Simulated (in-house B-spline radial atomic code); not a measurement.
Ionisation energies along the 49-electron series, configuration 1s2 2s2 2p6 3s2 3p6 3d10 4s2 4p6 4d10 5s2 5p1/2(1), as differences of self-consistent energies. Dirac energy differences include first-order Breit, QED and recoil terms. NIST's values go from ground level to ground level; the uncertainty of those that are theory runs from under 0.1 % in few-electron ions to several per cent in heavy many-electron ones. Computed with a B-spline radial code for spherical atoms: Dirac-Hartree-Fock, jj configuration that fills j = l - 1/2 first, finite nuclei.

```tsv
ion	configuration after	ionisation energy (eV)	IE/(q+1)² (eV)	-ε less Coulomb ΔSCF (eV)	Breit and QED recoil part (eV)	tabulated value (eV)	tabulated kind	computed minus tabulated (eV)
In	[Kr] 4d10 5s2	5.31	5.3071	0.18381	-0.0031243	5.786356	measured	-0.48
Sn+	[Kr] 4d10 5s2	13.99	3.4977	0.1952	-0.0098166	14.63307	measured	-0.64
Sb2+	[Kr] 4d10 5s2	?	?	?	?	?	measured	?
Te3+	[Kr] 4d10 5s2	36.80	2.3001	0.19772	-0.026806	37.4155	measured	-0.61
I4+	[Kr] 4d10 5s2	50.54	2.0216	0.19926	-0.037217	51.52	measured	-0.98
Xe5+	[Kr] 4d10 5s2	65.72	1.8254	0.2013	-0.048999	66.703	measured	-0.99
Cs6+	[Kr] 4d10 5s2	82.27	1.6791	0.20372	-0.062227	82.9	tabulated theory	-0.63
Ba7+	[Kr] 4d10 5s2	?	?	?	?	?	tabulated theory	?
La8+	[Kr] 4d10 5s2	119.41	1.4742	0.20927	-0.093304	119	tabulated theory	0.41
Ce9+	[Kr] 4d10 5s2	?	?	?	?	?	tabulated theory	?
Pr10+	[Kr] 4d10 5s2	161.78	1.337	0.21534	-0.13104	162	tabulated theory	-0.22
```

**Question.** Fill in the row of Sb2+.

**Answer.** ionisation energy (eV): 24.58; IE/(q+1)² (eV): 2.7306; -ε less Coulomb ΔSCF (eV): 0.19669; Breit and QED recoil part (eV): -0.017699; tabulated value (eV): 25.3235; computed minus tabulated (eV): -0.75.

**Question.** Fill in the row of Ba7+.

**Answer.** ionisation energy (eV): 100.18; IE/(q+1)² (eV): 1.5653; -ε less Coulomb ΔSCF (eV): 0.2064; Breit and QED recoil part (eV): -0.07697; tabulated value (eV): 101; computed minus tabulated (eV): -0.82.

**Question.** Fill in the row of Ce9+.

**Answer.** ionisation energy (eV): 139.95; IE/(q+1)² (eV): 1.3995; -ε less Coulomb ΔSCF (eV): 0.21226; Breit and QED recoil part (eV): -0.1113; tabulated value (eV): 140; computed minus tabulated (eV): -0.05.

**Question.** How far is this level of theory from the measured and semi-empirical values?

**Answer.** Over those 6 rows the differences run from -0.987 to -0.479 eV (mean absolute value 0.74 eV). The calculation leaves out correlation and, in open shells, the multiplet splittings that an average leaves out.
